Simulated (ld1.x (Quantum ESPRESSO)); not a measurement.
# Configuration tests for tantalum (Ta) (TM semilocal)

| Property | Result |
| --- | --- |
| Element | tantalum (Ta) |
| Generator | ld1.x (Quantum ESPRESSO) 7.5 |
| Type | norm-conserving Troullier–Martins (semilocal form) |
| Functional | PBE |
| Relativity | scalar-relativistic |
| Frozen core | [Xe] 4f14 |
| Valence charge | 5 |
| Reference configuration | 5d3 6s2 6p0 |
| Partial waves | 6s (bound): rc 2.95 bohr; 6p (bound, empty): rc 3.35 bohr; 5d (bound): rc 1.65 bohr |
| Local potential | the d channel |
| Core correction | none |

Energies are relative to the spin-unpolarised reference configuration 5d3 6s2 6p0; without spin polarisation the order of configurations can differ from experiment.

```csv
valence configuration,charge,ΔE all-electron (eV),error AE − PS (meV)
5d3 6s1 6p0,+1,8.467,+6.2
5d3 6s0 6p0,+2,23.439,+102
5d2 6s0 6p0,+3,47.043,+203
5d2 6s2 6p0,+1,7.681,+7.0
5d3 6s0 6p2,0,8.595,+15
5d3 6s1.5 6p0,+0.5,3.461,+0.1
```

Problem. What are ΔE and the potential's error for 5d1 6s0 6p0?

Solution. ΔE = 82.085 eV all-electron; the error (AE − PS) is +488 meV.

Levels in the configuration 5d3 6s0 6p0:

```csv
level,all-electron (eV),pseudo (eV)
5d,-18.312,-18.224
```
